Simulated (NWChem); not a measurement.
Species: PbSiNH5, singlet; SMILES [SiH3][Pb][NH2]

```xyz
8

Pb    -0.2242     0.4344     0.0000
N      1.8986     0.5961     0.0000
H      2.3952     1.4824     0.0004
H      2.5475    -0.1854    -0.0004
Si     0.0013    -2.3166     0.0000
H     -0.6440    -2.9443     1.2035
H      1.4355    -2.7677    -0.0060
H     -0.6546    -2.9459    -1.1969
```
Atoms are numbered in this order, from 1.

Low-valent species are run as closed-shell singlets; no triplet was tried in these runs. All runs use the structure optimised with PBE0/def2-SVP. Not confirmed as a minimum by frequencies. def2 effective core potentials on Pb; no spin-orbit coupling.

Problem. List the 4 lowest vertical singlet excitations from B3LYP/def2-SVPD with def2 effective core potentials on Pb, TDA (NWChem).

Solution. 
| state | energy (eV) | oscillator strength | leading excitation (squared amplitude) |
|---|---|---|---|
| S1 | 2.67 | 0.003 | HOMO → LUMO (0.99) |
| S2 | 4.47 | 0.067 | HOMO−1 → LUMO (0.83) |
| S3 | 4.73 | 0.061 | HOMO → LUMO+1 (0.72) |
| S4 | 5.16 | 0.028 | HOMO−2 → LUMO (0.93) |
